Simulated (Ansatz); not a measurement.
Born–Oppenheimer molecular dynamics of BClF$_{2}$ (4 atoms, charge 0, multiplicity 1). It starts from a relaxed structure.

Computed with Ansatz, RKS B3LYP-D4/6-31G*.

```
ensemble        : NVT, Nosé–Hoover chain
time step       : 2 fs
steps asked     : 150
set temperature : 300 K
thermostat      : time constant 100 fs, chain length 5
seed            : 700507
```

First frame:

```xyz
4
Properties=species:S:1:pos:R:3
B 0.000 0.000 0.028
Cl 0.000 0.000 1.784
F 1.136 0.000 -0.636
F -1.136 0.000 -0.636
```

(1) How far do the bonds stretch over the last three quarters of this one trajectory? (Pairs bonded in most of those frames.)

## Answers

(1) 
```
  bond  mean (Å)  spread (Å)  shortest  longest
B1–Cl2     1.762       0.052      1.66     1.85
 B1–F3     1.317       0.022      1.28     1.38
 B1–F4     1.316       0.020      1.28     1.36
```

Mean temperature of the second half: 381 K. The conserved energy stayed within 1.2 meV per atom of its start (net change 0.63 meV per atom), so the integration is sound. The mean temperature of the second half is 27 % above the set value. A run of 0.3 ps of so small a system gives no equilibrium averages.

Time of the run: 3.1 min on 1 thread of AMD EPYC 7R43 64-Core Processor (Zen 3), on a shared host, peak memory 0.12 GiB.
